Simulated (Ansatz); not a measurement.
Cost and result up the ladder for the cluster B4N3 (the lowest doublet isomer of a short search) (7 atoms). The state is a doublet with charge 0. Geometry: PBE-D4/def2-SVP.

```xyz
7

B    -0.438   -0.400    1.050
B    -1.048    0.932   -0.097
B     0.998   -0.616   -0.283
B     0.117    0.757   -1.178
N     0.661   -1.200    0.906
N     1.236    0.057   -1.481
N    -1.526    0.471    1.083
```

Ansatz on 4 threads of AMD EPYC 9R45 on a shared host. Times are rough, and most runs start from the orbitals of an earlier one. ωB97M-V/def2-TZVPD serves as the yardstick here, not as an exact answer. Differences are given only for rows in sets of like size (and for xTB, whose basis is part of the method), since another set adds its own error. Binding counts from free atoms at the same level (B doublet, N quartet; other spins of the atoms weren't run), without zero-point energy or a counterpoise term.

B3LYP takes the VWN-RPA correlation. Correlated methods freeze 7 core orbitals. The rows differ in basis, and correlated rows in double-zeta sets carry the largest basis error. The structure comes from a short search, and lower isomers may exist.

Correlated methods converge slowly with the basis, most of all in double-zeta sets.

```csv
level,functions,wall time,binding energy per atom (eV),difference from ωB97M-V/def2-TZVPD (eV)
HF/6-31G,63,0.25 s,2.65,–
B3LYP-D4/6-31G,63,0.5 s,4.70,–
PBE-D4/def2-SVP,98,0.6 s,5.57,–
PBE-D4/def2-TZVP,217,1.3 s,5.46,0.33
PBE-D4/def2-TZVPD,259,1.8 s,5.47,0.33
PBE0-D4/def2-TZVP (with forces),217,2 s,5.21,0.08
r2SCAN-D4/def2-TZVP,217,2.3 s,5.19,0.05
RPA@PBE/def2-TZVP,217,2.4 s,4.54,-0.60
PBE0-D4/def2-TZVPD,259,2.5 s,5.21,0.08
r2SCAN0-D4/def2-TZVP,217,2.5 s,4.99,-0.14
B97M-V/def2-TZVP,217,3.3 s,5.18,0.05
ωB97M-V/def2-TZVP,217,3.9 s,5.13,0.00
CCSD(T)/def2-SVP,98,6 s,4.74,–
ωB97M-V/def2-TZVPD,259,15 s,5.13,0.00
```
